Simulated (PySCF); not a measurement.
## Calculated properties of `C[SiH2]C#C[Si@@](C)(F)Cl`

C₄H₈ClFSi₂.
Geometry (GFN2-xTB, Å), atoms numbered from 1 in this order:
```xyz
16
C4H8ClFSi2 angstrom
C      3.5054    0.5927   -0.1805
Si     2.3567   -0.8843    0.1315
C      0.6055   -0.2652    0.0877
C     -0.5297    0.1546    0.0658
Si    -2.2710    0.7647    0.0163
C     -3.5386   -0.6178    0.2581
F     -2.4406    1.8005    1.2491
Cl    -2.6033    1.8438   -1.6549
H      4.5483    0.2871   -0.1800
H      3.3844    1.3541    0.5853
H      3.2981    1.0573   -1.1408
H      2.5892   -1.4677    1.4579
H      2.4922   -1.8953   -0.9246
H     -3.3716   -1.1308    1.2008
H     -3.4790   -1.3574   -0.5346
H     -4.5535   -0.2273    0.2694
```

Among its groups: alkyne, Si–H bond and C–Si bond.

GFN2-xTB geometry:

```
Point group of the GFN2-xTB geometry                  : C1
Rotational constants A, B, C of the GFN2-xTB geometry : 2.004, 0.455, 0.425 GHz
```

From CAM-B3LYP/def2-SVPD ground state and vertical TDDFT (core frozen in the response) (PySCF):

```
Dipole moment                                                     : 2.25 D
HOMO energy                                                       : -9.70 eV
LUMO energy                                                       : 0.24 eV
HOMO–LUMO gap                                                     : 9.94 eV
Lowest singlet excitation                                         : 5.62 eV (221 nm, f = 0.000)
Strongest line among the 8 lowest singlet transitions             : S4 at 7.73 eV (160 nm, f = 0.521)
Lowest triplet excitation (Tamm–Dancoff)                          : 4.68 eV
Static isotropic polarisability                                   : 112.0 au
Electronic spatial extent ⟨r²⟩ about the centre of nuclear charge : 2648 bohr²
```

**PBE0/pcSseg-1 ground state and GIAO shieldings, non-relativistic (PySCF)**

```
Lowest Hirshfeld atomic charge                              : -0.21 e on C6
Highest Hirshfeld atomic charge                             : +0.47 e on Si5
13C chemical shifts (computed TMS as zero) by class         : 116.9 (C3), 115.0 (C4), 5.6 (C6), -5.2 (C1) ppm
1H chemical shifts (computed TMS as zero) by class          : 4.44 (H12), 4.43 (H13), 0.57 (H14/H15/H16), 0.37 (H9/H10/H11) ppm
Isotropic shieldings of nuclei other than C and H, by class : 309 (F7), 359 (Si5), 418 (Si2), 876 (Cl8) ppm
Mayer bond orders between heavy atoms                       : C1–Si2 0.97, Si2–C3 0.92, C3–C4 2.50, C4–Si5 0.93, Si5–C6 0.97, Si5–F7 0.98, Si5–Cl8 1.01
```

Monoisotopic mass from the formula: 165.9837 u.

The rotational constants make it an asymmetric top with κ = (2B − A − C)/(A − C) = -0.96, nearer the prolate limit (−1). The dipole matches unit charges of opposite sign 0.47 Å apart (1 e·Å = 4.8032 D). With B = h/(8π²I), that is 505.379 GHz u Å² over I, the principal moments of inertia are 252.2, 1110.0 and 1190.2 u Å² (most abundant isotopes). The largest Löwdin shares of the HOMO are 0.36 on C4, 0.35 on C3, 0.07 on C1 and 0.07 on Si2. A dipole of 2.25 D is allowed in C1, and pure rotational transitions are dipole-allowed.

Isolated species at its GFN2-xTB geometry, gas phase. NMR classes are plain means over equivalent atoms (diastereotopic ones count apart unless rotation or inversion swaps them), as if these changed places fast; in this geometry the members of some classes differ.
